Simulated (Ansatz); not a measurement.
Reaction (isomerisation): `[SiH3][SiH]1[CH2][AlH]1` → `C[SiH]1[AlH][SiH2]1`

Isolated molecules relaxed with PBE0-D4/def2-TZVP in Ansatz; ΔE leaves out vibrations. CCSD(T)/CBS is the MP2 limit (def2-TZVPP, def2-QZVPP) plus CCSD(T) − MP2 in def2-TZVPP, frozen cores. DFT in def2-TZVPP. B3LYP here is the variant with VWN-RPA as its local correlation; programs differ in this. HSE06 is defined as in plane-wave codes.

```tsv
level	ΔE (kJ/mol)	difference from CCSD(T)/CBS
LDA (SPW92)	-44.4	-15.6
r2SCAN	-35.4	-6.6
PBE0	-40.9	-12.1
B3LYP	-28.7	0.1
r2SCANh	-35.4	-6.6
HSE06	-41.0	-12.2
BHLYP	-25.9	2.9
HF/def2-TZVPP	-19.3	9.5
MP2/def2-TZVPP	-25.7	3.1
SCS-MP2/def2-TZVPP	-22.3	6.5
CCSD(T)/CBS	-28.8	0
```

Q: What do rigid-rotor, harmonic-oscillator terms from PBE0-D4/def2-TZVP frequencies (298.15 K, 1 bar) make of the CCSD(T)/CBS value? (Estimate.)

A: The calculation gave: ΔZPE = +8.3 kJ/mol, ΔH = -20.0 kJ/mol, ΔS = 1 J/(mol·K), ΔG = -20.2 kJ/mol. Modes under 50 cm⁻¹ make the entropy rough.

Largest T1 diagnostic among the species: 0.014.

In def2-TZVPP, CCSD(T) changes the Hartree–Fock value by −10.3 kJ/mol (the triples alone add −2.1 kJ/mol) and MP2 by −6.3 kJ/mol. Leaving LDA and LC-ωPBE aside and taking each functional with its dispersion term where it has one, the values, not all of them listed here, spread over 19.0 kJ/mol, from PBE-D4 to CAM-B3LYP-D4.
